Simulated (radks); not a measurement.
Problem. The mean radii <r> (bohr) of the occupied orbitals of an atom or ion are listed with their occupations. Calculated with a radial shooting solver on a logarithmic mesh with Libxc functionals: non-relativistic Kohn-Sham, SCAN, spin-polarised, spherical densities, point nucleus; meta-GGA in the generalised Kohn-Sham scheme.

| orbital | occ. | <r> |
|---|---|---|
| 1s up | 1 | 0.1994 |
| 1s down | 1 | 0.1984 |
| 2s up | 1 | 0.9720 |
| 2p up | 2 | 0.9225 |
| 3d up | 1 | 3.160 |

Name the element and its charge. Open shells, if any, are filled with parallel spins first.

Solution. Z = 8, oxygen, charge +2: O2+ in [He] 2s1 2p2 3d1. The 1s radius gives Z: for a bare nucleus <r> = 1.5/Z, 0.1875 bohr for Z = 8, and screening makes it slightly larger (0.1994 here). The occupations add up to 6, and the charge is Z minus that.
